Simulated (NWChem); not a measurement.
System meant: CaHSCl; SMILES [SH][Ca][Cl]

NWChem input:

```
start job
memory heap 200 mb stack 900 mb global 1100 mb
geometry units angstroms noautoz
  Ca     0.504014     0.016695     0.024327
  Cl    -0.304943    -2.293880    -0.008378
  S      0.403977     2.592074    -0.033817
  H     -0.945732     2.677575    -0.013602
end
basis spherical
  Ca library def2-svp
  Cl library def2-svp
  S library def2-svp
  H library def2-svp
end
dft
  odft
  mult 2
  xc pbe0
  iterations 150
  mulliken
end
task dft energy
```

End of the output:

```
 ==============================================================================
                                 internuclear angles
 ------------------------------------------------------------------------------
        center 1       |       center 2       |       center 3       |  degrees
 ------------------------------------------------------------------------------
    2 Cl               |   1 Ca               |   3 S                |   158.38
    1 Ca               |   3 S                |   4 H                |    95.83
 ------------------------------------------------------------------------------
                            number of included internuclear angles:          2
 ==============================================================================

 Summary of "ao basis" -> "" (spherical)
 ------------------------------------------------------------------------------
       Tag                 Description            Shells   Functions and Types
 ---------------- ------------------------------  ------  ---------------------
 Ca                         def2-svp                10       24   5s3p2d
 Cl                         def2-svp                 8       18   4s3p1d
 S                          def2-svp                 8       18   4s3p1d
 H                          def2-svp                 3        5   2s1p

                                 NWChem DFT Module
                                 -----------------

 Summary of "ao basis" -> "ao basis" (spherical)
 ------------------------------------------------------------------------------
       Tag                 Description            Shells   Functions and Types
 ---------------- ------------------------------  ------  ---------------------
 Ca                         def2-svp                10       24   5s3p2d
 Cl                         def2-svp                 8       18   4s3p1d
 S                          def2-svp                 8       18   4s3p1d
 H                          def2-svp                 3        5   2s1p

  number of electrons :                   54
  multiplicity        :                    2
 ------------------------------------------------------------------------
  no. of electrons and multiplicity not compatible                  54
 ------------------------------------------------------------------------
 ------------------------------------------------------------------------
  current input line :
    22: task dft energy
 ------------------------------------------------------------------------
 ------------------------------------------------------------------------
 There is an error in the input file
 ------------------------------------------------------------------------
 For more information see the NWChem manual at https://nwchemgit.github.io

0: no. of electrons and multiplicity not compatible:Received an Error in Communication
```

Task: Can this run be used? If not, why, and what is the fix?

Result: The program refused the input. Cause: the multiplicity doesn't fit the number of electrons (an even count wants an odd multiplicity, and the reverse). This input runs:
```
start job
memory heap 200 mb stack 900 mb global 1100 mb
geometry units angstroms noautoz
  Ca     0.504014     0.016695     0.024327
  Cl    -0.304943    -2.293880    -0.008378
  S      0.403977     2.592074    -0.033817
  H     -0.945732     2.677575    -0.013602
end
basis spherical
  Ca library def2-svp
  Cl library def2-svp
  S library def2-svp
  H library def2-svp
end
dft
  xc pbe0
  iterations 150
  mulliken
end
task dft energy
```
It converges to -1535.89687 Ha (PBE0/def2-SVP).
